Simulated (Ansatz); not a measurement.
Cl₃FH₂Si₂, SMILES `F[Si](Cl)(Cl)[SiH2]Cl` at its PBE0-D4/def2-TZVP geometry, where that method's forces vanish. Charge 0, multiplicity 1.

```json
{"atom": "F1", "x (Å)": "0.5562", "y (Å)": "-2.1598", "z (Å)": "0.3924"}
{"atom": "Si2", "x (Å)": "-0.2731", "y (Å)": "-0.8419", "z (Å)": "0.6956"}
{"atom": "Cl3", "x (Å)": "-2.2395", "y (Å)": "-1.2769", "z (Å)": "0.4244"}
{"atom": "Cl4", "x (Å)": "0.0527", "y (Å)": "-0.3477", "z (Å)": "2.6451"}
{"atom": "Si5", "x (Å)": "0.4032", "y (Å)": "0.9195", "z (Å)": "-0.6807"}
{"atom": "Cl6", "x (Å)": "0.0157", "y (Å)": "0.4090", "z (Å)": "-2.6292"}
{"atom": "H7", "x (Å)": "-0.3711", "y (Å)": "2.1327", "z (Å)": "-0.3285"}
{"atom": "H8", "x (Å)": "1.8559", "y (Å)": "1.1650", "z (Å)": "-0.5191"}
```

Question: For each bond, give half the difference of the two atoms' forces along it (eV/Å; positive pushes the atoms apart) under PBE-D4, r2SCAN-D4, B3LYP-D4, ωB97M-V in def2-TZVPP. (Best estimate.)

Answer: The calculation gave: 
| bond | length (Å) | PBE-D4 | r2SCAN-D4 | B3LYP-D4 | ωB97M-V |
| --- | --- | --- | --- | --- | --- |
| F1–Si2 | 1.586 | 0.57 | 0.06 | 0.16 | 0.15 |
| Si2–Cl3 | 2.032 | 0.16 | 0.06 | 0.16 | 0.04 |
| Si2–Cl4 | 2.037 | 0.16 | 0.05 | 0.16 | 0.04 |
| Si2–Si5 | 2.335 | -0.23 | -0.06 | -0.07 | -0.11 |
| Si5–Cl6 | 2.051 | 0.20 | 0.07 | 0.24 | 0.14 |
| Si5–H7 | 1.482 | 0.08 | -0.01 | -0.12 | -0.13 |
| Si5–H8 | 1.482 | 0.09 | -0.01 | -0.12 | -0.14 |

B3LYP here is the variant with VWN-RPA as its local correlation; programs differ in this.

Results of the Gaussian-basis code of Ansatz.
